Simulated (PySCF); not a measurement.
PySCF job for F6Mo, SMILES [F][Mo-]([F])([F])([F])([F])[F] (connectivity only; charge and spin as stated), charge -1, multiplicity 2, PBE-D3(BJ)/def2-SVPD. Geometry: PBE-D3(BJ)/def2-SVPD. A frequency run showed that this geometry is not a minimum. The spin state was assumed, not searched. The def2 effective core potentials stand for the cores of Mo; spin–orbit coupling is left out.

```python
import numpy as np
from pyscf import gto, scf, dft, df
from pyscf.hessian import thermo

mol = gto.M(
    atom='''
    Mo    0.00000000    0.00000000    0.00000000
    F    -1.31498137    0.00000000   -1.37147302
    F     1.31498137    0.00000000    1.37147302
    F     1.31498125    0.00000000   -1.37147315
    F    -1.31498125    0.00000000    1.37147315
    F     0.00000000   -1.92582451    0.00000000
    F     0.00000000    1.92582451    0.00000000
    ''',
    basis='def2-SVPD',
    ecp={'Mo': 'def2-svp'},
    charge=-1,
    spin=1,
    max_memory=1600,
    verbose=3,
)
mf = dft.UKS(mol, xc='pbe').density_fit(auxbasis='def2-universal-jkfit')
mf.disp = 'd3bj'
mf.grids.level = 3
mf.conv_tol = 1e-11
mf.max_cycle = 100
mf.kernel()
fine, coarse = mf.grids, dft.Grids(mol).set(level=1).build(with_non0tab=True)
for _ in range(3):  # follow internal instabilities
    mf.grids = coarse
    mo, _, stable, _ = mf.stability(return_status=True, nroots=4)
    mf.grids = fine
    if stable:
        break
    mf.kernel(mf.make_rdm1(mo, mf.mo_occ))

# analytic Hessian; the response equations are solved on a coarser grid
h, args, fine = mf.Hessian(), (mf.mo_energy, mf.mo_coeff, mf.mo_occ), mf.grids
h.max_memory = max(150, 2.5e-5 * df.make_auxmol(mol, mf.with_df.auxbasis).nao * mol.nelec[0] * (mol.nelec[0] + mol.nao))  # MB; small integral blocks
h1ao = h.make_h1(mf.mo_coeff, mf.mo_occ)
mf.grids = dft.Grids(mol).set(level=1).build(with_non0tab=True)
mo1, mo_e1 = h.solve_mo1(*args, h1ao)
mf.grids = fine
hess = h.hess_elec(*args, mo1, mo_e1, h1ao) + h.hess_nuc()
if mf.do_disp():
    hess += h.get_dispersion()
for i in range(mol.natm):  # the analytic DFT Hessian lacks the response of the grid: restore translational invariance
    hess[i, i] -= hess[i].sum(axis=0)
hess = (hess + hess.transpose(1, 0, 3, 2)) / 2
vib = thermo.harmonic_analysis(mol, hess, imaginary_freq=False)
thermo.dump_normal_mode(mol, vib)
th = thermo.thermo(mf, vib['freq_au'][vib['freq_au'] > 0], 298.15, 101325)
thermo.dump_thermo(mol, th)
g0 = mf.nuc_grad_method().set(verbose=0).kernel()

# dipole derivatives [dipole axis, atom, xyz] from the same response
r, irp = mol.intor('int1e_r'), mol.intor('int1e_irp').reshape(3, 3, mol.nao, mol.nao)
sl, dm0, ok = mol.aoslice_by_atom(), np.array(mf.make_rdm1()), []
dmu = np.einsum('a,xt->xat', mol.atom_charges(), np.eye(3))
for a, (_, _, p0, p1) in enumerate(sl):
    dmu[:, a] += 2 * np.einsum('xtij,ij->xt', irp[:, :, :, p0:p1], dm0.reshape(-1, mol.nao, mol.nao).sum(0)[:, p0:p1])
    for u, c, occ, f in zip(mo1, mf.mo_coeff, mf.mo_occ, (2, 2)):
        dmu[:, a] -= f * np.einsum('tui,xuv,vi->xt', u[a], r, c[:, occ > 0], optimize=True)
L = vib['norm_mode']
ir = 974.8801 * (np.einsum('xat,kat->kx', dmu, L) ** 2).sum(1)       # km/mol
apt = np.einsum('xax->a', dmu) / 3
print('mode   freq/cm-1   IR/(km/mol)')
for k, w in enumerate(vib['freq_wavenumber']):
    print(f'{k + 1:4d} {w:11.2f} {ir[k]:13.3f}')
print('max |gradient| / (hartree/bohr):', abs(g0).max())
print('APT charges:', apt.round(4))
```

Program output:

```

WARN: HOMO -0.391656022124659 >= LUMO -0.391656022124659

converged SCF energy = -666.690777949648  <S^2> = 0.7524015  2S+1 = 2.0024001
<class 'pyscf.df.df_jk.DFUKS'> wavefunction is stable in the internal stability analysis

WARN: DFTD3 does not support analytical Hessian, using finite difference


WARN: Mole.unit (angstrom) is changed to Bohr

Mode                                 0                   1                   2
Irrep
Freq [cm^-1]                     -112.8634            115.6988            136.5085
Reduced mass [au]                  18.9984             19.1303             19.5334
Force const [Dyne/A]               -0.1426              0.1509              0.2145
Char temp [K]                    -162.3854            166.4648            196.4053
Normal mode                   x     y     z       x     y     z       x     y     z
       0  Mo                 0.00  0.00  0.00   -0.00  0.00  0.01   -0.02 -0.00  0.00
       1   F                 0.00 -0.08  0.00   -0.04 -0.00  0.05    0.06  0.00 -0.07
       2   F                 0.00  0.08  0.00   -0.04 -0.00  0.05    0.06  0.00 -0.07
       3   F                -0.00  0.08 -0.00    0.04 -0.00  0.05    0.06 -0.00  0.07
       4   F                -0.00 -0.08 -0.00    0.04 -0.00  0.05    0.06 -0.00  0.07
       5   F                -0.11 -0.00 -0.00   -0.00  0.00 -0.13   -0.08 -0.00  0.00
       6   F                 0.11  0.00  0.00   -0.00  0.00 -0.13   -0.08  0.00  0.00
Mode                                 3                   4                   5
Irrep
Freq [cm^-1]                      160.1605            241.8198            242.2461
Reduced mass [au]                  18.9984             18.9984             23.1332
Force const [Dyne/A]                0.2871              0.6546              0.7998
Char temp [K]                     230.4354            347.9248            348.5382
Normal mode                   x     y     z       x     y     z       x     y     z
       0  Mo                -0.00  0.00 -0.00   -0.00  0.00  0.00    0.00 -0.00  0.05
       1   F                 0.00 -0.11 -0.00    0.00 -0.08 -0.00    0.08  0.00 -0.03
       2   F                 0.00 -0.11 -0.00    0.00  0.08 -0.00    0.08 -0.00 -0.03
       3   F                 0.00  0.11  0.00   -0.00 -0.08 -0.00   -0.08  0.00 -0.03
       4   F                 0.00  0.11  0.00   -0.00  0.08 -0.00   -0.08 -0.00 -0.03
       5   F                -0.00  0.00 -0.00    0.00  0.00 -0.12   -0.00 -0.00 -0.07
       6   F                -0.00  0.00  0.00    0.00  0.00  0.12   -0.00 -0.00 -0.07
Mode                                 6                   7                   8
Irrep
Freq [cm^-1]                      250.9518            259.6868            271.1047
Reduced mass [au]                  22.8835             23.0671             18.9984
Force const [Dyne/A]                0.8491              0.9165              0.8227
Char temp [K]                     361.0638            373.6315            390.0594
Normal mode                   x     y     z       x     y     z       x     y     z
       0  Mo                 0.05 -0.00 -0.00   -0.00 -0.05 -0.00   -0.00  0.00 -0.00
       1   F                 0.00  0.00  0.05   -0.00  0.09  0.00   -0.08 -0.00  0.08
       2   F                 0.00  0.00  0.05   -0.00  0.09 -0.00    0.08 -0.00 -0.08
       3   F                 0.00  0.00 -0.05    0.00  0.09  0.00    0.08 -0.00  0.08
       4   F                 0.00  0.00 -0.05    0.00  0.09  0.00   -0.08 -0.00 -0.08
       5   F                -0.12 -0.00  0.00    0.00 -0.06  0.00    0.00  0.00  0.00
       6   F                -0.12 -0.00  0.00    0.00 -0.06  0.00    0.00 -0.00  0.00
Mode                                 9                  10                  11
Irrep
Freq [cm^-1]                      382.8561            539.1169            603.9529
Reduced mass [au]                  18.9984             18.9984             25.6413
Force const [Dyne/A]                1.6407              3.2534              5.5106
Char temp [K]                     550.8448            775.6692            868.9537
Normal mode                   x     y     z       x     y     z       x     y     z
       0  Mo                 0.00  0.00 -0.00   -0.00  0.00 -0.00   -0.00  0.06 -0.00
       1   F                 0.08  0.00  0.08   -0.04 -0.00 -0.04    0.00 -0.01  0.00
       2   F                -0.08  0.00 -0.08    0.04 -0.00  0.04    0.00 -0.01  0.00
       3   F                 0.08 -0.00 -0.08    0.04 -0.00 -0.04    0.00 -0.01 -0.00
       4   F                -0.08 -0.00  0.08   -0.04 -0.00  0.04    0.00 -0.01 -0.00
       5   F                -0.00  0.00 -0.00    0.00  0.14  0.00    0.00 -0.13 -0.00
       6   F                 0.00  0.00  0.00    0.00 -0.14  0.00    0.00 -0.13 -0.00
Mode                                12                  13                  14
Irrep
Freq [cm^-1]                      615.0878            628.4161            631.4140
Reduced mass [au]                  24.9418             18.9984             25.3252
Force const [Dyne/A]                5.5597              4.4204              5.9488
Char temp [K]                     884.9743            904.1508            908.4642
Normal mode                   x     y     z       x     y     z       x     y     z
       0  Mo                 0.06  0.00 -0.00    0.00 -0.00 -0.00   -0.00 -0.00 -0.06
       1   F                -0.07 -0.00 -0.07    0.07  0.00  0.07    0.06  0.00  0.07
       2   F                -0.07 -0.00 -0.07   -0.07  0.00 -0.07    0.06 -0.00  0.07
       3   F                -0.07  0.00  0.07   -0.07  0.00  0.07   -0.06  0.00  0.07
       4   F                -0.07 -0.00  0.07    0.07  0.00 -0.07   -0.06 -0.00  0.07
       5   F                -0.01 -0.00  0.00   -0.00  0.08  0.00    0.00 -0.00  0.00
       6   F                -0.01  0.00  0.00   -0.00 -0.08  0.00    0.00  0.00  0.00
temperature 298.1500 [K]
pressure 101325.00 [Pa]
Rotational constants [GHz] 1.85577 1.84213 1.78037
Symmetry number 4
Zero-point energy (ZPE) 0.01157 [Eh]   30379.291 [J/mol]
                           tot       elec      trans        rot        vib
Entropy [J/mol/K]       373.625      5.763    175.430    107.128     85.304
Cv [J/mol/K]            113.485      0.000     12.472     12.472     88.542
Cp [J/mol/K]            121.800      0.000     20.786     12.472     88.542
Internal energy [J/mol]                      3718.434   3718.434  44899.404
Internal energy [Eh]   -666.67084  -666.69078
Enthalpy [J/mol]                             6197.391   3718.434  44899.404
Enthalpy [Eh]          -666.66990
Gibbs free energy [J/mol]                  -46106.989 -28221.711  19466.034
Gibbs free energy [Eh] -666.71233
mode   freq/cm-1   IR/(km/mol)
   1     -112.86         0.000
   2      115.70         1.526
   3      136.51         6.772
   4      160.16         0.000
   5      241.82         0.000
   6      242.25        19.074
   7      250.95        14.976
   8      259.69        11.399
   9      271.10         0.000
  10      382.86         0.000
  11      539.12         0.000
  12      603.95       325.968
  13      615.09       323.542
  14      628.42         0.000
  15      631.41       333.364
max |gradient| / (hartree/bohr): 0.0003753996844062243
APT charges: [ 3.3367 -0.7208 -0.7208 -0.7208 -0.7208 -0.7268 -0.7268]
```

The run converged. The end point has an imaginary mode, so it is no minimum.
